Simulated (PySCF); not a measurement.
**Basis-set dependence of population analyses: `C=C[SiH2]C=O`**

Compound: C3H6OSi.
Structure used (PBE0-D3(BJ)/def2-SVP), in Å, numbered top down from 1:
```
atom  x, y, z in Å
C1    -1.8314    0.7802   -0.7735
C2    -1.1392    0.0520    0.1112
Si3    0.5202   -0.7217   -0.2550
C4     1.8391    0.1634    0.8523
O5     2.3633   -0.3642    1.8005
H6    -1.4715    0.9479   -1.7950
H7    -2.7926    1.2413   -0.5196
H8    -1.5619   -0.0799    1.1163
H9     0.8617   -0.4712   -1.6902
H10    0.5531   -2.1778    0.0645
H11    2.0850    1.2359    0.5989
```

PBE0 throughout (PySCF), one geometry, spherical d and f functions. Geometry: PBE0-D3(BJ)/def2-SVP, one conformer, isolated molecule. The first 7 of 10 kinds of atom are listed.

Mulliken charges (e):

```csv
basis,functions,C1,C2,Si3,C4,O5,H6,H7
STO-3G,35,-0.168,-0.251,+0.588,-0.058,-0.174,+0.075,+0.079
6-31G,61,-0.306,-0.435,+0.666,-0.051,-0.355,+0.170,+0.172
pcSseg-0,61,-0.357,-0.773,+0.891,-0.204,-0.432,+0.227,+0.234
6-31G*,86,-0.354,-0.329,+0.439,+0.026,-0.345,+0.182,+0.183
cc-pVDZ,104,-0.025,-0.232,+0.352,+0.024,-0.192,+0.054,+0.054
def2-SVP,104,-0.056,-0.301,+0.475,-0.022,-0.216,+0.063,+0.066
aug-cc-pVDZ,173,+0.708,+0.308,+0.123,+0.384,-0.462,-0.406,-0.333
"6-311+G(2d,p)",179,-0.381,-0.135,+0.515,-0.076,-0.296,+0.128,+0.128
def2-TZVP,197,-0.240,-0.253,+0.246,+0.036,-0.242,+0.136,+0.135
cc-pVTZ,238,-0.227,-0.238,+0.286,+0.055,-0.235,+0.125,+0.131
IGLO-III,244,-0.205,-0.306,+0.770,+0.056,-0.361,+0.103,+0.115
```

IAO charges (e):

```
        basis  functions      C1      C2     Si3      C4      O5      H6      H7
       STO-3G         35  -0.254  -0.394  +0.705  -0.141  -0.167  +0.124  +0.132
        6-31G         61  -0.272  -0.396  +0.571  -0.011  -0.320  +0.150  +0.157
     pcSseg-0         61  -0.255  -0.406  +0.567  -0.022  -0.301  +0.143  +0.152
       6-31G*         86  -0.256  -0.420  +0.687  +0.012  -0.345  +0.145  +0.151
      cc-pVDZ        104  -0.262  -0.418  +0.676  +0.013  -0.337  +0.145  +0.152
     def2-SVP        104  -0.251  -0.418  +0.691  +0.011  -0.336  +0.141  +0.148
  aug-cc-pVDZ        173  -0.272  -0.422  +0.681  +0.023  -0.363  +0.150  +0.157
6-311+G(2d,p)        179  -0.271  -0.431  +0.713  +0.016  -0.365  +0.151  +0.157
    def2-TZVP        197  -0.270  -0.434  +0.721  +0.015  -0.362  +0.150  +0.156
      cc-pVTZ        238  -0.271  -0.430  +0.707  +0.015  -0.357  +0.150  +0.156
     IGLO-III        244  -0.272  -0.434  +0.721  +0.014  -0.365  +0.151  +0.157
```

Hirshfeld charges (e):

```csv
basis,functions,C1,C2,Si3,C4,O5,H6,H7
STO-3G,35,-0.062,-0.112,+0.368,+0.019,-0.130,+0.021,+0.025
6-31G,61,-0.070,-0.136,+0.300,+0.049,-0.205,+0.050,+0.052
pcSseg-0,61,-0.070,-0.134,+0.329,+0.044,-0.198,+0.043,+0.051
6-31G*,86,-0.066,-0.135,+0.301,+0.052,-0.206,+0.050,+0.052
cc-pVDZ,104,-0.071,-0.135,+0.322,+0.044,-0.193,+0.047,+0.051
def2-SVP,104,-0.072,-0.136,+0.330,+0.049,-0.202,+0.047,+0.052
aug-cc-pVDZ,173,-0.079,-0.145,+0.334,+0.042,-0.213,+0.051,+0.055
"6-311+G(2d,p)",179,-0.075,-0.145,+0.335,+0.043,-0.216,+0.050,+0.054
def2-TZVP,197,-0.075,-0.142,+0.329,+0.044,-0.212,+0.050,+0.054
cc-pVTZ,238,-0.076,-0.140,+0.327,+0.044,-0.208,+0.050,+0.054
IGLO-III,244,-0.079,-0.141,+0.332,+0.044,-0.216,+0.049,+0.054
```

ESP-fitted charges (e):

```tsv
basis	functions	C1	C2	Si3	C4	O5	H6	H7
STO-3G	35	-0.296	-0.107	+0.307	+0.196	-0.252	+0.118	+0.114
6-31G	61	-0.366	-0.241	+0.290	+0.348	-0.420	+0.182	+0.180
pcSseg-0	61	-0.364	-0.286	+0.354	+0.324	-0.422	+0.184	+0.185
6-31G*	86	-0.362	-0.220	+0.294	+0.277	-0.366	+0.179	+0.177
cc-pVDZ	104	-0.349	-0.200	+0.280	+0.276	-0.353	+0.170	+0.167
def2-SVP	104	-0.337	-0.214	+0.295	+0.302	-0.375	+0.168	+0.165
aug-cc-pVDZ	173	-0.401	-0.197	+0.272	+0.311	-0.397	+0.190	+0.186
6-311+G(2d,p)	179	-0.413	-0.209	+0.287	+0.292	-0.393	+0.197	+0.193
def2-TZVP	197	-0.405	-0.196	+0.281	+0.293	-0.385	+0.192	+0.188
cc-pVTZ	238	-0.385	-0.202	+0.295	+0.277	-0.374	+0.184	+0.181
IGLO-III	244	-0.397	-0.200	+0.277	+0.300	-0.392	+0.189	+0.186
```

Task: Which scheme is steadiest as the basis changes?

Result: Largest range over the bases for any column: Hirshfeld 0.09 e, ESP-fitted 0.18 e, IAO 0.20 e, Mulliken 1.09 e. Hirshfeld charges move least and Mulliken charges most, counted in e. Without the minimal STO-3G basis the ranges are Hirshfeld 0.03, ESP-fitted 0.09, IAO 0.15, Mulliken 1.09 e.

Task: How much do the charges still move between the two largest bases, cc-pVTZ and IGLO-III?

Result: At most, over all atoms: Mulliken 0.484 e, IAO 0.014 e, Hirshfeld 0.008 e, ESP-fitted 0.023 e.

Task: What do the same runs give for the total energy, the frontier levels and the dipole moment?

Result: 
| basis | energy (Eh) | HOMO (eV) | LUMO (eV) | μ (D) |
| --- | --- | --- | --- | --- |
| STO-3G | -476.4464 | -3.83 | 2.36 | 1.33 |
| 6-31G | -482.1287 | -6.73 | -1.34 | 2.91 |
| pcSseg-0 | -481.4426 | -6.87 | -1.50 | 2.96 |
| 6-31G* | -482.2156 | -6.65 | -1.28 | 2.74 |
| cc-pVDZ | -482.2471 | -6.67 | -1.37 | 2.57 |
| def2-SVP | -482.0053 | -6.77 | -1.47 | 2.67 |
| aug-cc-pVDZ | -482.2633 | -6.93 | -1.71 | 2.83 |
| 6-311+G(2d,p) | -482.3079 | -6.96 | -1.74 | 2.88 |
| def2-TZVP | -482.3248 | -6.91 | -1.68 | 2.81 |
| cc-pVTZ | -482.3200 | -6.86 | -1.60 | 2.75 |
| IGLO-III | -482.3300 | -6.94 | -1.73 | 2.85 |

The dipole is fixed by the density alone, so its range of 1.63 D shows that the density itself changes with the basis, not only its division among atoms.
